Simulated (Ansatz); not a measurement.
The cluster Ge2Au⁺. Total charge 1; singlet. Geometry PBE-D4/def2-TZVP.

```tsv
atom	x (Å)	y (Å)	z (Å)
Au1	-0.6652	1.0285	-0.7429
Ge2	1.3790	-0.4256	-0.4427
Ge3	-0.7138	-0.6029	1.1856
```

In the def2 sets Au takes a core potential; there is no spin–orbit coupling. The restricted singlet is unstable towards broken spin symmetry at other levels; at LDA (SPW92)/def2-TZVP, PBE-D4/def2-SVP, revPBE-D4/def2-TZVP, PBE0-D4/def2-SVP this wasn't settled. At LDA (SPW92)/def2-TZVP an occupied level lies above an empty one. At PBE0-D4/def2-TZVP the restricted singlet is unstable: a solution with broken spin symmetry lies lower. At PBE0-D4/def2-TZVP a triplet of charge 1 lies 0.38 eV below the restricted singlet, each at its own geometry. The structure comes from a short search, and lower isomers may exist.

(1) Estimate the orbital energies around the gap (eV) in Ansatz with LDA (SPW92)/def2-TZVP, PBE-D4/def2-SVP, revPBE-D4/def2-TZVP, PBE0-D4/def2-SVP, PBE0-D4/def2-TZVP.

Results:

(1) 
```tsv
orbital	LDA (SPW92)/def2-TZVP	PBE-D4/def2-SVP	revPBE-D4/def2-TZVP	PBE0-D4/def2-SVP	PBE0-D4/def2-TZVP
HOMO−5	-14.04	-13.89	-13.76	-15.30	-15.24
HOMO−4	-13.72	-13.53	-13.40	-14.95	-14.89
HOMO−3	-13.60	-13.44	-13.32	-14.93	-14.87
HOMO−2	-13.57	-13.42	-13.30	-14.73	-14.68
HOMO−1	-12.37	-12.13	-11.98	-12.83	-12.76
HOMO	-10.17	-10.02	-9.91	-10.87	-10.81
LUMO	-10.22	-9.98	-9.83	-9.17	-9.11
LUMO+1	-8.54	-8.24	-8.17	-7.54	-7.55
LUMO+2	-8.38	-8.15	-7.97	-7.20	-7.12
LUMO+3	-8.13	-7.78	-7.75	-6.95	-7.01
LUMO+4	-5.67	-5.42	-5.34	-4.65	-4.65
LUMO+5	-4.81	-4.58	-4.62	-3.90	-3.98
```
